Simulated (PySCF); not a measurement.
Compound: C7H12.
Atom-mapped SMILES: `[CH2:1]1[CH2:2][C:3]2([CH2:4]1)[CH2:5][CH2:6][CH2:7]2`

Probes without a nucleus sit at each ring's centroid and 1 Å off its mean plane on both sides; NICS is minus the shielding there, NICSzz its component along the normal. Level: GIAO HF/pcSseg-1 (PySCF, non-relativistic, gas phase) on the PBE0-D3(BJ)/def2-SVP geometry, one conformer.

Ring bond lengths (Å): C1–C2 1.541, C2–C3 1.536, C3–C4 1.544, C4–C1 1.540; C3–C5 1.536, C5–C6 1.541, C6–C7 1.540, C7–C3 1.545.

Problem. Give the NICS values of each ring in ppm.

Solution. 
```tsv
ring	type	NICS(0)	NICS(1), two faces	NICS(1)zz, two faces	rms pucker (Å)	centre to ring atoms, mean (Å)
C1–C2–C3–C4	4-membered carbocycle; formal bonds all single	-2.4	-2.2 / -2.0	2.7 / 2.3	0.13	1.08
C3–C5–C6–C7	4-membered carbocycle; formal bonds all single	-2.0	-1.8 / -2.0	2.5 / 3.0	0.12	1.08
```

Problem. What can be read from them?

Solution. 
- C1–C2–C3–C4: mean NICS(1)zz 2.5 ppm, near zero. C1, C2, C3, C4 have four or more neighbours, so the value isn't read as a sign of a π ring current.
- C3–C5–C6–C7: mean NICS(1)zz 2.7 ppm, near zero. C3, C5, C6, C7 have four or more neighbours; no verdict on aromaticity is drawn.

Problem. At the second NICS(1) probe listed for ring C1–C2–C3–C4, 1 Å off the ring, what do the in-plane components average?

Solution. The isotropic value is a third of the trace: (3 × -2.0 − (2.3))/2 = -4.2 ppm.

Problem. Give the inner angles of the rings.

Solution. 
- C1–C2–C3–C4: C1 88.2°, C2 88.5°, C3 88.3°, C4 88.3°; sum 353.3° against 360° for a flat convex ring.
- C3–C5–C6–C7: C3 88.4°, C5 88.7°, C6 88.4°, C7 88.4°; sum 354.0° against 360° for a flat convex ring.

Problem. What are the shieldings of the ring atoms and their hydrogens in the same run (means over atoms taken as equivalent)?

Solution. 
```tsv
atoms	environment	σ isotropic (ppm)	principal values of the symmetric part, first atom (ppm)
C1 (×2)	four-membered-ring carbon	175.0	162.4, 177.2, 185.1
C2 (×4)	four-membered-ring carbon	158.5	141.6, 156.0, 179.3
C3	sp3 carbon at a ring junction	154.5	139.4, 158.6, 165.4
H on C1 (×4)	methylene hydrogen	30.08	26.1, 26.3, 38.1
H on C2 (×8)	methylene hydrogen	30.02	26.5, 27.6, 36.5
```

Problem. How do the values depend on the level or the medium?

Solution. 
```
                          level  NICS(0), C1–C2–C3–C4  mean NICS(1)zz, C1–C2–C3–C4  NICS(0), C3–C5–C6–C7  mean NICS(1)zz, C3–C5–C6–C7
               HF/pcSseg-1, gas                  -2.4                          2.5                  -2.0                          2.7
             PBE0/pcSseg-1, gas                  -2.6                          3.1                  -2.2                          3.2
 PBE0/pcSseg-1, IEF-PCM acetone                  -2.6                          3.1                  -2.2                          3.3
PBE0/pcSseg-1, IEF-PCM methanol                  -2.6                          3.1                  -2.2                          3.3
```

The geometry is the same throughout; the continuum's cavity takes Bondi-type radii × 1.2.
